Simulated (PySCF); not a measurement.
Molecule: `C1(CSC)CCC1`, C₆H₁₂S.

Bonds (- single, = double, # triple, : aromatic): C1-S2, S2-C3, C3-C4, C4-C5, C5-C6, C6-C7, C7-C4. C1 carries H8, H9, H10; C3 carries H11, H12; C4 carries H13; C5 carries H14, H15; C6 carries H16, H17; C7 carries H18, H19. H14, H17, H18 are cis to C3 on the ring; H15, H16, H19 are trans to C3 on the ring.

Frames of a GFN2-xTB Langevin trajectory at 400 K; GIAO PBE0/pcSseg-1 shieldings in PySCF, gas phase, non-relativistic; equivalent atoms averaged within each frame.

References, each an isolated molecule treated in the same way: TMS for 13C (σ = 186.93 ppm), 1H (σ = 31.72 ppm); CS2 for 33S (σ = 503.73 ppm). The references are static minima.

Q: How do the shifts (ppm) fluctuate along the trajectory?

A: 
```csv
time (fs),C3,C4,C5/C7,C6,C1,S2,H11/H12,H13,H16,H17
optimised geometry,49.1,30.9,26.9,15.5,19.0,-65,2.38,2.43,1.97,1.85
250,50.1,28.7,25.0,20.7,13.4,-36,3.86,3.70,2.51,2.11
425,63.7,35.9,30.3,22.7,31.4,-68,2.76,2.36,1.94,2.39
625,47.0,23.6,22.8,14.8,15.1,-64,2.73,3.12,0.16,2.57
800,52.5,27.3,27.4,17.8,12.6,-89,3.17,1.60,2.57,1.69
1000,51.7,30.0,26.1,12.6,25.5,-36,3.79,2.48,1.16,1.95
mean of frames,53.0,29.1,26.3,17.7,19.6,-59,3.26,2.65,1.67,2.14
standard deviation,6.3,4.5,2.8,4.1,8.4,23,0.54,0.80,1.02,0.35
```

5 frames give an uncertainty of the mean of about the standard deviation over 2.2 at best, since frames this close in time may not be independent; classical motion lacks zero-point vibration, and the reference would need the same averaging.
